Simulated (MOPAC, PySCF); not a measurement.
H2B2Si, SMILES `B1=[SiH]B1`, neutral singlet in the gas phase. 

Cartesian coordinates (Å):
```xyz
5

B     -0.2910     1.3511     0.0805
Si     0.9849     0.1225     0.0153
B     -1.0607     0.0315    -0.0080
H      2.2344    -0.6798    -0.0230
H     -1.8676    -0.8252    -0.0648
```
Charge 0, multiplicity 1.

All levels are single points at this geometry (B3LYP-D3(BJ)/def2-TZVP); Pople sets use spherical d functions. Orbital energies aren't observables, and empty levels follow the basis.

```
level                            HOMO (eV)  LUMO (eV)  gap (eV)  dipole (D)  vertical IE, Delta-SCF (eV)
-------------------------------  ---------  ---------  --------  ----------  ---------------------------
B3LYP-D3(BJ)/def2-TZVP in PySCF      -6.82      -2.65      4.16        2.14                            –
B3LYP/3-21G in PySCF                 -6.89      -2.52      4.37        1.90                            –
B3LYP/6-311+G** in PySCF             -6.83      -2.66      4.17        2.15                            –
PBE/6-31G* in PySCF                  -6.06      -3.09      2.97        1.79                         9.23
SVWN5/6-31G* in PySCF                -6.18      -3.22      2.95        1.83                         9.45
AM1 in MOPAC                         -8.60      -1.43      7.17        0.75                            –
```
